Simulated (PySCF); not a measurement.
H₃O₂ (SMILES O[OH2+]), charge +1, singlet, geometry from GFN2-xTB; R2SCAN/STO-3G run with PySCF.

The PySCF input:
```python
from pyscf import gto, scf, dft

mol = gto.M(
    atom='''
O     0.134649    0.561650   -0.320450
O    -0.156536   -0.648209    0.358802
H     1.083638    0.770808   -0.079737
H    -0.424834   -1.316946   -0.308668
H    -0.483706    1.238606    0.081590
''',
    basis='sto-3g',
    charge=1,
    spin=0,
    verbose=4,
    symmetry=True,
)

mf = dft.RKS(mol)
mf.xc = 'r2scan'
mf.kernel()
mf.analyze()
```

The log (banner, timings and long lists left out):

```
PySCF version 2.14.0

[INPUT] verbose = 4
[INPUT] num. atoms = 5
[INPUT] num. electrons = 18
[INPUT] charge = 1
[INPUT] spin (= nelec alpha-beta = 2S) = 0
[INPUT] symmetry True subgroup None
[INPUT] Mole.unit = angstrom
[INPUT] Symbol           X                Y                Z      unit          X                Y                Z       unit  Magmom
[INPUT]  1 O      0.134649000000   0.561650000000  -0.320450000000 AA    0.254449732947   1.061364677862  -0.605562736617 Bohr   0.0
[INPUT]  2 O     -0.156536000000  -0.648209000000   0.358802000000 AA   -0.295810168635  -1.224937481478   0.678037512946 Bohr   0.0
[INPUT]  3 H      1.083638000000   0.770808000000  -0.079737000000 AA    2.047779038171   1.456616014624  -0.150681091994 Bohr   0.0
[INPUT]  4 H     -0.424834000000  -1.316946000000  -0.308668000000 AA   -0.802819908403  -2.488667260841  -0.583297983417 Bohr   0.0
[INPUT]  5 H     -0.483706000000   1.238606000000   0.081590000000 AA   -0.914071864809   2.340626116243   0.154182754503 Bohr   0.0

nuclear repulsion = 43.9227383367936
point group symmetry = Cs
symmetry origin: [ 1.98918539e-07 -3.97837079e-07  9.94592697e-08]
symmetry axis x: [-0.24377416 -0.9212693   0.30304626]
symmetry axis y: [0.17667699 0.26505887 0.94790771]
symmetry axis z: [ 0.95360338 -0.28461671 -0.09815259]
num. orbitals of irrep A' = 10
num. orbitals of irrep A" = 3
number of shells = 9
number of NR pGTOs = 39
number of NR cGTOs = 13
basis = sto-3g
ecp = {}

******** <class 'pyscf.dft.rks_symm.SymAdaptedRKS'> ********
method = SymAdaptedRKS
initial guess = minao
damping factor = 0
level_shift factor = 0
DIIS = <class 'pyscf.scf.diis.CDIIS'>
diis_start_cycle = 1
diis_space = 8
diis_damp = 0
SCF conv_tol = 1e-09
SCF conv_tol_grad = None
SCF max_cycles = 50
direct_scf = True
direct_scf_tol = 1e-13
XC library pyscf.dft.libxc version 7.1.2
    S. Lehtola, C. Steigemann, M. J. T. Oliveira, and M. A. L. Marques,  SoftwareX 7, 1–5 (2018)
XC functionals = r2scan
    J. W. Furness, A. D. Kaplan, J. Ning, J. P. Perdew, and J. Sun,  J. Phys. Chem. Lett. 11, 8208–8215 (2020)
    J. W. Furness, A. D. Kaplan, J. Ning, J. P. Perdew, and J. Sun,  J. Phys. Chem. Lett. 11, 9248–9248 (2020)
    J. W. Furness, A. D. Kaplan, J. Ning, J. P. Perdew, and J. Sun,  J. Phys. Chem. Lett. 11, 8208–8215 (2020)
    J. W. Furness, A. D. Kaplan, J. Ning, J. P. Perdew, and J. Sun,  J. Phys. Chem. Lett. 11, 9248–9248 (2020)
radial grids:
    Treutler-Ahlrichs [JCP 102, 346 (1995); DOI:10.1063/1.469408] (M4) radial grids

becke partition: Becke, JCP 88, 2547 (1988); DOI:10.1063/1.454033
pruning grids: <function nwchem_prune>
grids dens level: 3
symmetrized grids: True
atomic radii adjust function: <function treutler_atomic_radii_adjust>
small_rho_cutoff = 0
Freeze 0 electrons in irreps []
    18 free electrons in irreps A' A"
Set gradient conv threshold to 3.16228e-05
Initial guess from minao.
tot grids = 57592
init E= -150.267157799447
HOMO (A") = -0.311547006903182  LUMO (A') = -0.00737561448424373  gap/eV = 8.27693
cycle= 1 E= -149.707961348219  delta_E= 0.559  |g|= 0.274  |ddm|= 2.52
HOMO (A") = -0.373806865403906  LUMO (A') = -0.20291883215984  gap/eV = 4.65010
cycle= 2 E= -149.684802569393  delta_E= 0.0232  |g|= 0.392  |ddm|= 1.06
HOMO (A") = -0.456884155959623  LUMO (A') = -0.228973431084459  gap/eV = 6.20177
cycle= 3 E= -149.738131897916  delta_E= -0.0533  |g|= 0.0459  |ddm|= 0.604
HOMO (A") = -0.469894783243229  LUMO (A') = -0.244716881660183  gap/eV = 6.12740
cycle= 4 E= -149.738754379273  delta_E= -0.000622  |g|= 0.00696  |ddm|= 0.0643
HOMO (A") = -0.467137692951448  LUMO (A') = -0.242131265544275  gap/eV = 6.12274
cycle= 5 E= -149.738771975259  delta_E= -1.76e-05  |g|= 0.00114  |ddm|= 0.0119
HOMO (A") = -0.467147896509479  LUMO (A') = -0.242326830145114  gap/eV = 6.11769
cycle= 6 E= -149.738772553128  delta_E= -5.78e-07  |g|= 7.37e-05  |ddm|= 0.00236
HOMO (A") = -0.467136083541786  LUMO (A') = -0.242332522247206  gap/eV = 6.11722
cycle= 7 E= -149.738772554867  delta_E= -1.74e-09  |g|= 2.45e-06  |ddm|= 0.000103
HOMO (A") = -0.467136193165749  LUMO (A') = -0.242332698551342  gap/eV = 6.11721
cycle= 8 E= -149.73877255487  delta_E= -2.3e-12  |g|= 1.84e-07  |ddm|= 3.84e-06
HOMO (A") = -0.46713613573293  LUMO (A') = -0.242332708888457  gap/eV = 6.11721
Extra cycle  E= -149.738772554869  delta_E= 2.27e-13  |g|= 2.86e-07  |ddm|= 5.85e-07
converged SCF energy = -149.738772554869
**** SCF Summaries ****
Total Energy =                        -149.738772554869485
Nuclear Repulsion Energy =              43.922738336793635
One-electron Energy =                 -286.856231772050023
Two-electron Energy =                   93.194720880386924
Two-electron Coulomb Energy =          111.013066806066107
DFT Exchange-Correlation Energy =      -17.818345925679182
HOMO-LUMO gap [eV] =                     6.117212826483781
Wave-function symmetry = A'
occupancy for each irrep:     A'   A"
                               7    2
**** MO energy ****
MO #1 (A' #1), energy= -19.2971522182525 occ= 2
MO #2 (A' #2), energy= -19.1087509224754 occ= 2
MO #3 (A' #3), energy= -1.45199693997122 occ= 2
MO #4 (A' #4), energy= -1.18908362243861 occ= 2
MO #5 (A" #1), energy= -0.880487530641776 occ= 2
MO #6 (A' #5), energy= -0.806264871858372 occ= 2
MO #7 (A' #6), energy= -0.699375323239297 occ= 2
MO #8 (A' #7), energy= -0.538924101235903 occ= 2
MO #9 (A" #2), energy= -0.46713613573293 occ= 2
MO #10 (A' #8), energy= -0.242332708888457 occ= 0
MO #11 (A' #9), energy= -0.122967732355463 occ= 0
MO #12 (A" #3), energy= -0.0334655073792773 occ= 0
MO #13 (A' #10), energy= 0.0350308919745837 occ= 0
 ** Mulliken pop on meta-lowdin orthogonal AOs  **
 ** Mulliken pop  **
pop of  0 O 1s            1.99984
pop of  0 O 2s            1.63367
pop of  0 O 2px           1.29319
pop of  0 O 2py           1.22041
pop of  0 O 2pz           1.74582
pop of  1 O 1s            1.99990
pop of  1 O 2s            1.80729
pop of  1 O 2px           1.90981
pop of  1 O 2py           0.96773
pop of  1 O 2pz           1.32190
pop of  2 H 1s            0.67455
pop of  3 H 1s            0.75132
pop of  4 H 1s            0.67455
 ** Mulliken atomic charges  **
charge of    0O =      0.10706
charge of    1O =     -0.00663
charge of    2H =      0.32545
charge of    3H =      0.24868
charge of    4H =      0.32545

WARN: System has nonzero charge 1; the dipole moment is origin-dependent.
Location of origin: [0. 0. 0.]

Dipole moment(X, Y, Z, Debye):  0.53469,  1.97118, -0.52114
```
